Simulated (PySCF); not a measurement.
# Computed records: C$_{2}$H$_{6}$Si

All values are calculated (PySCF 2.14.0). Calculation on a computer-drawn molecule: the log of a Hartree-Fock and frozen-core CCSD(T) single point meant for a local Hartree-Fock minimum, with one planted fault or none, to be diagnosed. Offsets are logged minus clean, where the clean run is the same molecule without the fault. The reference is restricted for singlets and unrestricted otherwise, and also for a bond in bohr or an excited solution. Adding or removing an electron swaps singlet and doublet. The excited solution moves the top pair (singlet) or top alpha electron (doublet) to the lowest empty orbital. Highest occupied and lowest empty are orbital energies over both spins, largest force is the largest gradient component, triples share is (T) over the correlation energy, the T1 limit is 0.02 restricted and 0.045 unrestricted, electrons count all cores, a negative frequency is imaginary (commonest isotopes), and the dipole is about the centre of nuclear charge.

## C$_{2}$H$_{6}$Si

Logged structure:
```xyz
9
C2H6Si
C     -0.4727     2.3590    -0.0702
C     -0.2993     0.8618    -0.0193
Si    -0.8140    -0.2158     1.1880
H      0.4962     2.8652    -0.1203
H     -1.0020     2.7424     0.8043
H     -1.0371     2.6593    -0.9583
H      0.2228     0.4265    -0.8685
H     -1.5329     0.2147     2.3989
H     -0.5689    -1.6629     1.0952
```

| Item | Value |
| --- | --- |
| meant charge | 0 |
| meant multiplicity | 1 |
| meant basis | cc-pV(D+d)Z |
| logged electrons | 32 |
| logged basis functions | 25 |
| logged SCF converged | yes |
| logged spin squared | 0 |
| logged highest occupied | -5.3978 eV |
| logged lowest empty | 7.5784 eV |
| logged largest force | 0.046707 hartree/bohr |
| logged T1 diagnostic | 0.010543 |
| logged D1 diagnostic | 0.043235 |
| logged triples share | 0.0089597 |
| logged CC converged | yes |
| logged dipole magnitude | 1.0126 debye |
| logged SCF stable within its kind | yes |
| logged energy HF | -363.80215 hartree |
| logged energy CCSD(T) | -364.02935 hartree |
| possible faults | no fault, one electron removed, one electron added, multiplicity raised by two, geometry at a saddle point, SCF held on an excited solution, minimal basis STO-3G, one bond length entered in bohr, all coordinates scaled |
| planted fault | withheld |

Drawn bonds:
```tsv
atom	other atom	order
1	2	1
2	3	2
1	4	1
1	5	1
1	6	1
2	7	1
3	8	1
3	9	1
```

To be estimated
1. Give the missing planted fault for C$_{2}$H$_{6}$Si.

Calculated values
1. minimal basis STO-3G

Further results for C$_{2}$H$_{6}$Si:

| Item | Value |
| --- | --- |
| HF energy offset from clean run | 2698 kcal/mol |
| CCSD(T) energy offset from clean run | 2837 kcal/mol |
